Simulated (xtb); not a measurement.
H3OSi, doublet, at a GFN2-xTB geometry, atoms displaced at random by about 0.02 Å a coordinate; GFN2-xTB (xtb).

Here is a job for xtb.
```
$ xtb mol.xyz --gfn 2 --uhf 1 --opt extreme --json

# file mol.xyz
5

O      1.08292298    -0.06850299    -0.17648683
Si    -0.40167370     0.05567085     0.01471136
H     -1.07982728     1.38330927    -0.10611674
H     -0.88586440    -0.64122790     1.32510191
H     -1.13702895    -0.99027858    -0.74188400
```

Problem. Write the output that xtb gives for this input, abridged.

Solution. 
```
   ID    Z sym.   atoms
    1    8 O      1
    2   14 Si     2
    3    1 H      3-5

           -------------------------------------------------
          |                Calculation Setup                |
           -------------------------------------------------

           -------------------------------------------------
          |                 G F N 2 - x T B                 |
           -------------------------------------------------

          ...................................................
          :                      SETUP                      :
          :.................................................:
          :  # basis functions                  17          :
          :  # atomic orbitals                  16          :
          :  # shells                            8          :
          :  # electrons                        13          :
          :  max. iterations                   250          :
          :  Hamiltonian                  GFN2-xTB          :
          :  restarted?                      false          :
          :  GBSA solvation                  false          :
          :  PC potential                    false          :
          :  electronic temp.          300.0000000     K    :
          :  accuracy                    1.0000000          :
          :  -> integral cutoff          0.2500000E+02      :
          :  -> integral neglect         0.1000000E-07      :
          :  -> SCF convergence          0.1000000E-05 Eh   :
          :  -> wf. convergence          0.1000000E-03 e    :
          :  Broyden damping             0.4000000          :
          :  net charge                          0          :
          :  unpaired electrons                  1          :
          ...................................................

 iter      E             dE          RMSdq      gap      omega  full diag
   1     -7.2849265 -0.728493E+01  0.931E+00    7.11       0.0  T
   2     -7.3025008 -0.175743E-01  0.637E+00    6.24       1.0  T
   3     -7.3008397  0.166111E-02  0.488E+00    6.74       1.0  T
   4     -7.3386168 -0.377771E-01  0.176E+00    6.49       1.0  T
   5     -7.3413878 -0.277103E-02  0.102E+00    6.61       1.0  T
   6     -7.3411839  0.203984E-03  0.616E-01    6.67       1.0  T
   7     -7.3414835 -0.299644E-03  0.507E-01    6.62       1.0  T
   8     -7.3417018 -0.218291E-03  0.111E-01    6.67       1.0  T
   9     -7.3417159 -0.141263E-04  0.181E-02    6.69       2.5  T
[...]
         :: total energy              -7.284756794084 Eh    ::
 * total energy  :    -7.2847568 Eh     change       -0.1212630E-10 Eh
 * total energy  :    -7.2861141 Eh     change       -0.1357261E-02 Eh
 * total energy  :    -7.2863582 Eh     change       -0.2441226E-03 Eh
 * total energy  :    -7.2863871 Eh     change       -0.2896791E-04 Eh
 * total energy  :    -7.2863925 Eh     change       -0.5367423E-05 Eh
 * total energy  :    -7.2863935 Eh     change       -0.1030506E-05 Eh
 * total energy  :    -7.2863937 Eh     change       -0.1580486E-06 Eh
 * total energy  :    -7.2863938 Eh     change       -0.7150170E-07 Eh
 * total energy  :    -7.2863938 Eh     change       -0.1946602E-07 Eh
 * total energy  :    -7.2863938 Eh     change       -0.9734289E-08 Eh
   *** GEOMETRY OPTIMIZATION CONVERGED AFTER 10 ITERATIONS ***
         :: total energy              -7.286393802626 Eh    ::
[...]
        16                          0.8833384              24.0369
      -------------------------------------------------------------
                  HL-Gap            0.2473180 Eh            6.7299 eV
             Fermi-level           -0.3549160 Eh           -9.6578 eV

     #   Z          covCN         q      C6AA      α(0)
     1   8 O        0.771    -0.380    21.328     6.190
     2  14 Si       3.490     0.439   102.550    19.619
     3   1 H        0.919    -0.093     5.309     3.604
     4   1 H        0.900     0.017     2.788     2.612
     5   1 H        0.900     0.017     2.788     2.612

 Mol. C6AA /au·bohr⁶  :        405.530903
 Mol. C8AA /au·bohr⁸  :      15536.449473
 Mol. α(0) /au        :         34.637581

Wiberg/Mayer (AO) data.
largest (>0.10) Wiberg bond orders for each atom

 ---------------------------------------------------------------------------
     #   Z sym  total        # sym  WBO       # sym  WBO       # sym  WBO
 ---------------------------------------------------------------------------
     1   8 O    2.231 --     2 Si   1.956     5 H    0.121     4 H    0.121
     2  14 Si   4.205 --     1 O    1.956     3 H    0.879     5 H    0.685
                             4 H    0.685
     3   1 H    0.972 --     2 Si   0.879
     4   1 H    0.910 --     2 Si   0.685     1 O    0.121
     5   1 H    0.910 --     2 Si   0.685     1 O    0.121
 ---------------------------------------------------------------------------

Topologies differ in total number of bonds
Writing topology from bond orders to xtbtopo.mol

molecular dipole:
                 x           y           z       tot (Debye)
 q only:       -1.008      -0.197       0.180
   full:       -1.428      -0.160       0.233       3.701
molecular quadrupole (traceless):
                xx          xy          yy          xz          yz          zz
 q only:       -1.436       0.958       0.254       0.256       0.048       1.183
  q+dip:       -1.624       0.933       0.593       0.284      -0.041       1.030
   full:       -3.134       1.295       0.586       0.666       0.199       2.548

optimized geometry written to: xtbopt.xyz

           -------------------------------------------------
          | TOTAL ENERGY               -7.286393802626 Eh   |
          | GRADIENT NORM               0.000022944842 Eh/α |
          | HOMO-LUMO GAP               6.729865674687 eV   |
           -------------------------------------------------

normal termination of xtb
```
